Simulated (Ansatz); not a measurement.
`FB(F)Cl` + `N[SiH3]` → `FB(F)N[SiH3]` + HCl at 298.15 K and 1 bar (ligand exchange at a B–Cl bond).

Isolated molecules relaxed with PBE0-D4/def2-TZVP in Ansatz; ΔE leaves out vibrations. CCSD(T)/CBS is the MP2 limit (def2-TZVPP, def2-QZVPP) plus CCSD(T) − MP2 in def2-TZVPP, frozen cores. This one scheme is used for every species. Each species was taken in one conformer, which may not be the lowest.

```
       species  CCSD(T)/CBS energy (Eh)  H − E (kJ/mol)  S (J/(mol·K))
     `FB(F)Cl`               -684.31926            41.0          275.6
     `N[SiH3]`               -346.80422           145.7          264.3
`FB(F)N[SiH3]`               -570.75785           156.4          340.4
           HCl               -460.38127            26.6          186.8
```

H − E and S are ideal-gas, rigid-rotor, harmonic terms from PBE0-D4/def2-TZVP, for one conformer and one mirror image of each species. 1 Eh = 2625.50 kJ/mol, R = 8.31446 J/(mol·K).

Question: By hand: ΔE, ΔH, ΔS and ΔG.

Answer: ΔE = (-570.75785) + (-460.38127) − (-684.31926) − (-346.80422) = -0.01564 Eh = -41.1 kJ/mol. Δ(H − E) = 156.4 + 26.6 − 41.0 − 145.7 = -3.7, so ΔH = -44.8 kJ/mol. ΔS = 340.4 + 186.8 − 275.6 − 264.3 = -12.7 J/(mol·K). ΔG = -44.8 − 298.15 × (-12.7)/1000 = -41.0 kJ/mol.

Question: By hand: the equilibrium constant, and the temperature at which ΔG would vanish if ΔH and ΔS stayed fixed.

Answer: log₁₀ K = −ΔG/(RT ln 10) = 7.2. ΔG = 0 at ΔH/ΔS = 3528 K, far beyond where these terms or the molecules hold.

The number of gas molecules stays the same, so ΔS is small and ΔH decides. A doubt of 5 kJ/mol in ΔE shifts log₁₀ K by 0.9 here. Other conformers and mirror images would add mixing entropy, several J/(mol·K) or more a flexible species. Modes under 60 cm⁻¹, often nearly free rotors, make the harmonic entropy too high. These are equilibria of isolated gas molecules and say nothing of rates. Largest T1 diagnostic: 0.012 (customary marks: 0.02 for closed shells, 0.045 for open ones).
